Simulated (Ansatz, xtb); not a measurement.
## Two isomers of C4H12GeO

We compare X, `CC(C)(C)[O][GeH3]`, a singlet, with Y, `C[CH2][Ge@H]([CH3])[O]C`, a singlet. Both are isolated molecules in the gas phase, relaxed with PBE0-D3(BJ)/def2-SVP; the shapes shown needn't be the lowest conformers.

X (Å):

```yaml
atoms:
  - { symbol: C, position_ang: [-3.1391, 0.9340, -1.7629] }
  - { symbol: C, position_ang: [-2.2935, -0.1710, -1.1404] }
  - { symbol: C, position_ang: [-1.7372, -1.0871, -2.2284] }
  - { symbol: C, position_ang: [-3.1238, -0.9711, -0.1390] }
  - { symbol: Ge, position_ang: [0.0902, -0.2347, 0.4511] }
  - { symbol: O, position_ang: [-1.2357, 0.5095, -0.4766] }
  - { symbol: H, position_ang: [-3.5104, 1.6084, -0.9776] }
  - { symbol: H, position_ang: [-2.5271, 1.5264, -2.4586] }
  - { symbol: H, position_ang: [-3.9987, 0.5196, -2.3107] }
  - { symbol: H, position_ang: [-2.5498, -1.5491, -2.8090] }
  - { symbol: H, position_ang: [-1.1327, -1.9009, -1.7974] }
  - { symbol: H, position_ang: [-1.0991, -0.5140, -2.9176] }
  - { symbol: H, position_ang: [-2.5337, -1.7843, 0.3127] }
  - { symbol: H, position_ang: [-3.9983, -1.4275, -0.6268] }
  - { symbol: H, position_ang: [-3.4791, -0.3151, 0.6697] }
  - { symbol: H, position_ang: [0.9091, 0.9742, 0.9193] }
  - { symbol: H, position_ang: [0.9387, -1.1630, -0.4425] }
  - { symbol: H, position_ang: [-0.4548, -1.0311, 1.6547] }
```

Y (Å):

```xyz
18

C    -1.0347    1.4833   -3.0888
C    -0.1629    0.2507   -2.8803
C    -2.7054   -1.7349   -2.4885
C    -0.5043    0.1914    0.6324
Ge   -1.0244   -1.1029   -1.7587
O    -1.4879   -0.3282   -0.2084
H    -1.3193    1.9388   -2.1275
H    -0.5198    2.2536   -3.6846
H    -1.9698    1.2348   -3.6155
H     0.7955    0.5215   -2.4068
H     0.0980   -0.2230   -3.8422
H    -0.0429   -2.2579   -1.4336
H    -2.5451   -2.2483   -3.4481
H    -3.1826   -2.4345   -1.7878
H    -3.3852   -0.8859   -2.6499
H     0.0403    1.0464    0.1828
H     0.2528   -0.5633    0.9274
H    -0.9808    0.5577    1.5569
```

Quicker runs give these differences E(Y) − E(X): GFN2-xTB +19.9 kcal/mol; HF/STO-3G −7.3 kcal/mol (at GFN2-xTB geometries); r2SCAN-D4/def2-SVP −3.7 kcal/mol (at GFN2-xTB geometries).

Question: Estimate which is lower in electronic energy at CCSD(T)/def2-SVP + ΔMP2/def2-TZVPP, and by roughly how much.

Answer: Not settled: CCSD(T)/def2-SVP + ΔMP2/def2-TZVPP gives E(Y) − E(X) = −6.6 kcal/mol, but this leans on the basis-set step: CCSD(T) alone gives −0.2 kcal/mol.

How the difference moves with the method:

```csv
level,geometry,E(Y) − E(X) (kcal/mol),departure from the last row (kcal/mol),"job, with rough time for the two"
GFN2-xTB,GFN2-xTB,+19.9,+26.5,"optimisation, 0.16 s"
HF/STO-3G,GFN2-xTB,−7.3,−0.7,"single point, 0.42 s"
r2SCAN-D4/def2-SVP,GFN2-xTB,−3.7,+2.9,"single point, 2.4 s"
PBE0-D3(BJ)/def2-SVP,PBE0-D3(BJ)/def2-SVP,−4.1,+2.5,"optimisation, 37 s"
HF/def2-SVP,PBE0-D3(BJ)/def2-SVP,−4.1,+2.5,part of the CCSD(T) run
MP2/def2-SVP,PBE0-D3(BJ)/def2-SVP,−1.2,+5.4,part of the CCSD(T) run
CCSD(T)/def2-SVP,PBE0-D3(BJ)/def2-SVP,−0.2,+6.5,single point
CCSD(T)/def2-SVP + ΔMP2/def2-TZVPP,PBE0-D3(BJ)/def2-SVP,−6.6,,"single point, 50 s"
```

As drawn, Y has 2 C–Ge, 2 C–H in place of 2 C–C, 2 Ge–H.

GFN2-xTB puts the two in the other order. CCSD(T)/def2-SVP finds them nearly level. The largest departure from CCSD(T)/def2-SVP + ΔMP2/def2-TZVPP is that of GFN2-xTB, 26.5 kcal/mol. A small imaginary or near-zero mode remains, so no thermal terms are given. The last row adds to CCSD(T) the change of the MP2 difference between the two basis sets, here −6.5 kcal/mol, a large step that makes the value less sure.

The correlated steps freeze 14 core orbitals; the filled d shell of Ge is correlated, in a basis made for valence electrons. Run with Ansatz 0.2.0, xtb 6.7.1; the last row on 4 threads of Intel(R) Xeon(R) 6975P-C (Granite Rapids) on a shared host.
